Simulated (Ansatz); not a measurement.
Born–Oppenheimer molecular dynamics of Cl2F2H2Ti (7 atoms, charge 0, multiplicity 1). It starts at the highest image of a converged band, a first-order saddle point between two minima.

All numbers below come from Ansatz 0.2.0, RKS B3LYP-D4/def2-SVP.

| Quantity | Value |
| --- | --- |
| ensemble | NVE (velocity Verlet) |
| time step | 0.5 fs |
| steps asked | 200 |
| starting velocities drawn for | 300 K |
| seed | 5263 |

First frame:

```xyz
7
Properties=species:S:1:pos:R:3
Ti 0.195 0.264 -0.059
F -0.467 0.695 1.870
Cl 1.866 0.134 -1.458
Cl -1.231 1.595 -1.024
F -0.326 -1.373 0.092
H 1.449 0.938 1.064
H 0.592 0.936 1.756
```

**Question.** How far do the bonds stretch over the last three quarters of this one trajectory? (Pairs bonded in most of those frames.)

**Answer.** 
```csv
bond,mean (Å),spread (Å),shortest,longest
Ti1–F2,2.434,0.130,2.16,2.61
Ti1–Cl3,2.183,0.048,2.11,2.25
Ti1–Cl4,2.202,0.061,2.12,2.30
Ti1–F5,1.732,0.017,1.70,1.76
Ti1–H6,1.698,0.020,1.67,1.76
F2–H7,0.944,0.028,0.90,1.01
```

Mean temperature of the second half: 269 K. The conserved energy stayed within 0.1 meV per atom of its start (net change 0.011 meV per atom), so the integration is sound. A run of 0.1 ps of so small a system gives no equilibrium averages. The orbitals stay closed-shell, which can raise the energy where a bond breaks towards radicals; this wasn't checked here.

Time of the run: 13 min on 2 threads of Arm Neoverse V1 (shared host), peak memory 0.27 GiB.
